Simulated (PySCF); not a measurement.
# UHF on S (sulfur, neutral)

Configuration: [Ne] 3s1 3p4 3d1, one real determinant (an excited configuration). Computed with PySCF 2.14 in aug-cc-pCVTZ-DK, with the spin-free X2C one-electron Hamiltonian (Gaussian nucleus).

```
Total energy                                                  : -397.911603 hartree
One-electron energy                                           : -547.7791 hartree
Hartree (Coulomb) energy                                      : 174.9483 hartree
Exchange energy                                               : -25.0808 hartree
⟨S²⟩                                                          : 6.0176
⟨L²⟩                                                          : 8.046
Sum of ⟨r⟩                                                    : 16.48 bohr
Sum of ⟨r²⟩                                                   : 35.33 bohr²
Traceless quadrupole moment −½Σ⟨3z² − r²⟩ along its main axis : 1.39 e·bohr²
Langevin diamagnetic susceptibility                           : -28.0 ×10⁻⁶ cm³/mol
```

```json
{"shell": "1s α", "electrons": "1", "mean orbital energy (eV)": "-2517.4", "spread (eV)": "0", "rms radius, mean of both spins (bohr)": "0.112"}
{"shell": "1s β", "electrons": "1", "mean orbital energy (eV)": "-2516.2", "spread (eV)": "0", "rms radius, mean of both spins (bohr)": "0.112"}
{"shell": "2s α", "electrons": "1", "mean orbital energy (eV)": "-251.81", "spread (eV)": "0", "rms radius, mean of both spins (bohr)": "0.516"}
{"shell": "2s β", "electrons": "1", "mean orbital energy (eV)": "-250.06", "spread (eV)": "0", "rms radius, mean of both spins (bohr)": "0.516"}
{"shell": "2p α", "electrons": "3", "mean orbital energy (eV)": "-187.59", "spread (eV)": "0.442", "rms radius, mean of both spins (bohr)": "0.490"}
{"shell": "2p β", "electrons": "3", "mean orbital energy (eV)": "-185.94", "spread (eV)": "0.587", "rms radius, mean of both spins (bohr)": "0.490"}
{"shell": "3s α", "electrons": "1", "mean orbital energy (eV)": "-31.608", "spread (eV)": "0", "rms radius, mean of both spins (bohr)": "1.77"}
{"shell": "3p α", "electrons": "3", "mean orbital energy (eV)": "-16.697", "spread (eV)": "2.036", "rms radius, mean of both spins (bohr)": "2.14"}
{"shell": "3p β", "electrons": "1", "mean orbital energy (eV)": "-10.316", "spread (eV)": "0", "rms radius, mean of both spins (bohr)": "2.14"}
{"shell": "3d α", "electrons": "1", "mean orbital energy (eV)": "-1.578", "spread (eV)": "0", "rms radius, mean of both spins (bohr)": "3.44"}
```

⟨L²⟩ = 8.05 against 12 for a pure F term, so this real determinant mixes terms. The outer electron is Rydberg-like, and this basis confines it to a smaller radius and binds it less than a complete one would.

Densities and radii are taken from the X2C orbitals without a picture-change correction, which distorts them close to the nucleus.

Spin-orbit constants ζ (cm⁻¹) from the X2C one-electron operator on these orbitals: bare nucleus, nucleus screened by l(l+1)(2l+1)/3 electrons, and screened by the Breit-Pauli mean field of the electrons.

```csv
shell,bare,screened nucleus,mean field
2p,7488,6552,6126
3p,530.1,463.9,428.3
3d,13.67,5.125,3.028
```

To first order the Landé constant is A = -35.19 cm⁻¹, so the lowest level has J = 5 and lies 0.0262 eV below the centre of the term. This holds in LS coupling only.
